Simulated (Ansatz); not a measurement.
Ansatz (a quantum-chemistry and plane-wave program) job for C2H7NOSi2, SMILES [SiH3]C1=NC[SiH2]O1, PBE0/def2-SVPD. The structure is a stationary point at PBE0-D3(BJ)/def2-SVP. This is a generated structure with no PubChem entry under its InChIKey; it may be hypothetical. Other conformers were not sampled.

Ansatz 0.2 input:
```yaml
crystal:
  periodic: [false, false, false]
  atoms:
    - {symbol: Si, position_ang: [-0.12917085, -2.41050011, 0.00000000]}
    - {symbol: C, position_ang: [0.13417565, -0.53283095, 0.00000000]}
    - {symbol: N, position_ang: [1.29070522, -0.00091719, 0.00000000]}
    - {symbol: C, position_ang: [1.26399198, 1.46254955, -0.00000000]}
    - {symbol: Si, position_ang: [-0.59037643, 1.88183796, -0.00000000]}
    - {symbol: O, position_ang: [-1.00833346, 0.21651919, -0.00000000]}
    - {symbol: H, position_ang: [-0.91220192, -2.78455926, 1.21428302]}
    - {symbol: H, position_ang: [-0.91220191, -2.78455927, -1.21428303]}
    - {symbol: H, position_ang: [1.19322956, -3.09167016, 0.00000000]}
    - {symbol: H, position_ang: [1.81048141, 1.84088545, -0.87980384]}
    - {symbol: H, position_ang: [1.81048140, 1.84088545, 0.87980385]}
    - {symbol: H, position_ang: [-1.13670065, 2.53812156, 1.21986134]}
    - {symbol: H, position_ang: [-1.13670064, 2.53812156, -1.21986134]}
basis:
  gaussian:
    orbitals: def2-SVPD
hamiltonian:
  xc: {name: PBE0}
```

Output:

```
WARN ansatz: RAYON_NUM_THREADS=2 ignored (pool sized by the plan → 2); use --threads N
Functional definition: PBE0
integrals: 0.14 GiB planned
1636 factors; their error is unknown
mean field: 1.18 GiB planned
mean field evaluation 1: about -21452.7205 eV, gradient 5.2e1 eV
mean field evaluation 2: about -21444.7438 eV, gradient 7.8e1 eV
mean field evaluation 4: about -21458.3980 eV, gradient 7.4e0 eV
mean field evaluation 8: about -21458.6206 eV, gradient 3.0e-1 eV
mean field evaluation 16: about -21458.6208 eV, gradient 3.2e-5 eV
mean field -21458.62078547 eV, -788.5897686904 hartree, gradient 3.2e-5 eV, S^2 0.000000; 0 other end points of the search recorded, 0 dependent functions left out
reference -21458.62082740 eV, -788.5897702313 hartree; 31, 31 occupied and 156, 156 virtual orbitals, 1636 factors
Total energy: -21458.62082740 eV, -788.5897702313 hartree
```

Self-consistency was reached.
